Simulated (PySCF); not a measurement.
**`FC[C@H]1CO[SiH2][C@@H]1F`, C₄H₈F₂OSi**

Geometry:
| atom | x (Å) | y (Å) | z (Å) |
| --- | --- | --- | --- |
| F1 | -1.688 | -0.828 | -1.613 |
| C2 | -1.893 | -0.060 | -0.492 |
| C3 | -0.588 | 0.138 | 0.268 |
| C4 | 0.066 | -1.191 | 0.665 |
| O5 | 1.425 | -0.980 | 0.968 |
| Si6 | 2.109 | 0.338 | 0.287 |
| C7 | 0.462 | 0.919 | -0.526 |
| F8 | 0.207 | 2.278 | -0.424 |
| H9 | -2.294 | 0.899 | -0.834 |
| H10 | -2.638 | -0.586 | 0.114 |
| H11 | -0.807 | 0.716 | 1.172 |
| H12 | -0.005 | -1.903 | -0.164 |
| H13 | -0.410 | -1.626 | 1.547 |
| H14 | 3.099 | -0.048 | -0.709 |
| H15 | 2.556 | 1.256 | 1.323 |
| H16 | 0.391 | 0.687 | -1.593 |

Method: TDDFT wB97X-D/def2-SVPD circular dichroism and optical rotation, one conformer, gas phase (PySCF). Geometry: GFN2-xTB.

The molecule is flexible and this is one conformer; a measurement averages over conformers.

Task: Draw the ECD and absorption spectra from the lowest 16 states, each a Gaussian of half-width 0.35 eV at 1/e height.

Result: 
```tsv
E (eV)	λ (nm)	Δε (L mol⁻¹ cm⁻¹)	ε (L mol⁻¹ cm⁻¹)
6.55	189	+1.27	197
6.70	185	+3.38	561
6.85	181	+6.14	1100
7.00	177	+7.57	1510
7.15	173	+6.32	1430
7.30	170	+3.71	977
7.45	166	+2.27	595
7.60	163	+3.36	629
7.75	160	+6.95	1090
7.90	157	+12.55	1790
8.05	154	+18.97	2560
8.20	151	+21.95	3380
8.35	148	+13.74	4270
8.50	146	-7.69	5360
8.65	143	-30.38	7040
8.80	141	-38.14	9320
8.95	138	-26.98	11000
9.10	136	-6.55	10800
```
Δε uses R in velocity form, ε uses f in length form. Only the states computed contribute, so the short-wavelength end is incomplete.

The sign of the CD band at 134 nm isn't settled: the length form gives the opposite one.
